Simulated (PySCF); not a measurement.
Computed properties of tetraantimony (Sb4), SMILES [Sb]12[Sb]3[Sb]1[Sb]32

tetraantimony (Sb4), SMILES [Sb]12[Sb]3[Sb]1[Sb]23. Geometry: B3LYP-D3(BJ)/def2-SVP. The def2 effective core potentials stand for the cores of Sb; spin–orbit coupling is left out. The values are those of a single conformer. All values are computed for the isolated molecule unless a solvent is named; none is compared with measurement here.

**Structure.** The optimised structure has Td symmetry. All 6 harmonic modes at B3LYP-D3(BJ)/def2-SVP (PySCF) are real, so it is a minimum. With heavy atoms numbered as in [Sb:1]12[Sb:2]3[Sb:3]1[Sb:4]23, the shortest bond between them is Sb1–Sb2 at 2.866 Å and the longest Sb3–Sb4 at 2.866 Å.

**Vibrations.** The strongest infrared lines (harmonic, unscaled, degenerate partners summed) lie at 172 cm⁻¹ (1 km/mol, Sb 100 %). The softest mode is at 132 cm⁻¹ and the zero-point energy is 1.5 kcal/mol.

**Electronic structure.** ωB97X/def2-TZVP (PySCF) places the frontier levels at -7.98 and 0.16 eV, a gap of 8.14 eV, and gives a dipole moment of 0.00 D and a mean polarisability of 175.2 bohr³.

**Excitations.** TDA-PBE0/def2-SVPD (PySCF) has S1 at 3.42 eV (362 nm, f = 0.000, dark); the most intense of the 10 singlets computed lies at 3.97 eV (f = 0.02). Strengths of degenerate partners are summed. T1 (TDA) is at 2.83 eV, 0.59 eV under S1. No vertical singlet excitation falls in the visible range (under 3.1 eV).
